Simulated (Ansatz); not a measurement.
```xyz
3

O    -0.0130   -0.0123   -1.2060
C    -0.0472    0.0129   -0.0104
O     0.0186    0.0373    1.1318
```

Basis set: 6-31G* (spherical functions). Frozen core: 3 orbitals. Charge 0, multiplicity 1.

Computed with Ansatz (development build ahead of 0.2.0); each method stands on the lowest determinant of its kind that the runs found. Restricted open shells among the atoms or ions are ROHF, correlated in semicanonical orbitals with singles.

Give the atomization energy at this shape (free ground-state atoms in the same class of orbitals less the molecule, no zero-point energy) of singlet CO₂ by RHF-MP2, RHF.

```csv
method,atomization energy
RHF-MP2,16.59 eV
RHF,10.72 eV
```
